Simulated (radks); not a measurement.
Values are calculated unless marked as measured or tabulated.
Question: Yb XLII, configuration [Ar] 3d10 4s1. Level of theory: scalar-relativistic Kohn-Sham, r2SCAN, spin-polarised, spherical densities, finite nucleus; open shells are filled with parallel spins first (spin-orbit coupling, left out, can overturn this in heavy ions); meta-GGA in the generalised Kohn-Sham scheme; Fermi nuclear charge, rms radius 5.3108 fm (a radial shooting solver on a logarithmic mesh with Libxc functionals). Some entries of the table are withheld. Estimate them.

| orbital | occ. | eigenvalue (hartree) | r(max) (bohr) |
|---|---|---|---|
| 1s up | 1 | -2324.518 | 0.01237 |
| 1s down | 1 | -2324.480 | 0.01237 |
| 2s up | 1 | -452.5227 | 0.07048 |
| 2s down | 1 | -452.5011 | 0.07048 |
| 2p up | 3 | -407.2195 | 0.05748 |
| 2p down | 3 | -407.1952 | 0.05748 |
| 3s up | 1 | -152.9826 | 0.1974 |
| 3s down | 1 | -152.9386 | 0.1974 |
| 3p up | 3 | -139.1823 | 0.1941 |
| 3p down | 3 | -139.1311 | 0.1941 |
| 3d up | 5 | -122.9155 | 0.1577 |
| 3d down | 5 | -122.8618 | 0.1577 |
| 4s up | 1 | (1) | 0.4193 |
| 4s down | 0 | (2) | 0.4184 |

Answer: 
(1) 4s up eigenvalue (hartree): -74.21534
(2) 4s down eigenvalue (hartree): -73.53489
